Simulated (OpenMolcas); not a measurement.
Ru5+ among 6 point charges of -1.5 e arranged as a tetragonal octahedron (D4h), 1.85 Å from the ion, with the axial distance 2.072 Å.

```yaml
Program: OpenMolcas
Method: CASSCF
Basis: ANO-RCC-VDZP [6s5p3d1f]
Scalar_Hamiltonian: DKH2, point nucleus
Active_space: 3 electrons in 5 orbitals (4d)
State_averaging: 2S+1 = 4 even, 10 roots; 2S+1 = 2 even, 40 roots
Spin-orbit_coupling: RASSI with atomic mean-field integrals over the reference wave functions
```

(1) What is the spin-free ground state (labels of D4, the rotations of D4h)?

(2) Where is the first state of the same spin?

(3) What are the lowest two levels with spin-orbit coupling?

(4) What is χT at 300 K, and how does it compare with the textbook value?

Answers

(1) 4B1, 1-fold in its orbital part, 100 % from free-ion F terms; it has the highest spin that d3 allows.

(2) 4E at 5010 cm-1 above the ground state.

(3) A 2-fold level E3/2 with g = 1.33, 2.61, 2.61, then a 2-fold level E1/2 119.6 cm-1 above it. Their leading multiplicities are 4 (99 %) and 4 (99 %).

(4) The lowest level has 2S+1 = 4, for which the spin-only value is χT = S(S+1) / 2 = 1.875 cm3 K/mol (g = 2). The computed 0.873 at 300 K differs by -1.002, through orbital momentum, spin-orbit coupling and any other state in reach.

Without dynamic correlation the repulsion within the d shell is too large (B by tens of per cent), so at a given field states of lower spin stand too high. Point charges carry no covalency, so the field is a model and not that of real ligands. No measured value stands beside these numbers.
